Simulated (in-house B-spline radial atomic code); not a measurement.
## Correlation energy from the adiabatic connection: −Z/r, Z = 1, wall at 1.4 bohr

Two electrons in a singlet, external potential −Z/r, Z = 1, wall at 1.4 bohr (atomic units). Full CI in B-splines (partial waves to l = 8, correlation up to 0.6 % small) with the density held fixed gives W(λ) = <V_ee>_λ − U, and E_c is the integral of W(λ) − W(0) from 0 to 1.

| λ | W(λ) − W(0) (hartree) |
| --- | --- |
| 0 | 0.00000 |
| 0.02 | -0.00203 |
| 0.05 | -0.00505 |
| 0.12 | -0.01197 |
| 0.25 | -0.02438 |
| 0.4 | -0.03799 |
| 0.6 | -0.05506 |
| 0.8 | -0.07098 |
| 1 | -0.08587 |

Integrate the table by the trapezoid rule.

The strips give -0.00002, -0.00011, -0.00060, -0.00236, -0.00468, -0.00930, -0.01260, -0.01568, which sum to -0.04536 hartree. The direct value, W(1) − W(0) + T_c with T_c = 0.04044, is -0.04543; the curve is convex, so chords lie above it and the trapezoids fall short in size by 0.16 %.

Now use only three numbers: W(0) = -1.3638, the initial slope W'(0) = -0.102 (extrapolated from the first points) and the strong-coupling limit of the point-charge-plus-continuum model, W∞ = -1.4841. What do second-order theory and the interpolation W(λ) = W∞ + (W(0) − W∞)/√(1 + 2χλ) of Seidl, Perdew and Levy give?

Second order keeps the slope alone: E_c = W'(0)/2 = -0.05100, +12 % in size against -0.04543. Matching the slope fixes χ = W'(0)/(W∞ − W(0)) = -0.102/(-0.12030) = 0.84788. Integrating, with s = √(1 + 2χ) = 1.641877, E_c = −(W(0) − W∞)(s − 1)/(s + 1) = −0.12030 × 0.641877/2.641877 = -0.02923 hartree, -35.7 % in size against the full result. At λ = 1 the formula gives W − W(0) = -0.04703 against -0.08587. Part of the miss can come from the model's W∞, which here lies above the computed W at λ = 10, -1.70365.
